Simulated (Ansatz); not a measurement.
Molecule: sum formula SiHS2Cl2 (charge 0, doublet). It need not be the lowest isomer of its formula. SMILES: Cl[Si]([S])(S)Cl
Coordinates optimised at B3LYP-D3(BJ)/def2-TZVP (Ansatz, a quantum-chemistry and plane-wave program):
```xyz
6

S     -0.1389     0.4533     2.0498
Si    -0.0741     0.0533     0.0137
S      1.6688    -1.1897    -0.0781
Cl     0.0886     1.7309    -1.1506
Cl    -1.6151    -1.0719    -0.7259
H      2.5097    -0.1666     0.1602
```
Charge 0, spin multiplicity 2.

Property: atomisation energy (electronic, to ground-state atoms), in eV. Correlated levels leave the core frozen unless marked. Open shells are spin-unrestricted. Spin-orbit coupling is left out. No relativistic terms. The coupled-cluster limit lacks core correlation, which all-electron functionals hold. Basis-set limits of correlation are two-point, X^-3; Hartree-Fock from the larger set.

```json
[
 {"level": "BLYP-D4/def2-TZVPD", "program": "Ansatz + dftd4", "atomisation energy (eV)": "[?]"},
 {"level": "revPBE/def2-TZVPD", "program": "Ansatz", "atomisation energy (eV)": "18.02"},
 {"level": "SCS-MP2/cc-pV(D+d)Z", "program": "Ansatz", "atomisation energy (eV)": "16.46"},
 {"level": "SCS-MP2/cc-pV(Q+d)Z", "program": "Ansatz", "atomisation energy (eV)": "18.56"},
 {"level": "CCSD(T)/CBS(cc-pV(T+d)Z,cc-pV(Q+d)Z)", "program": "Ansatz", "atomisation energy (eV)": "18.75"}
]
```

Question: Some entries are withheld; supply them.

Answer: 
- BLYP-D4/def2-TZVPD, atomisation energy (eV): 18.39
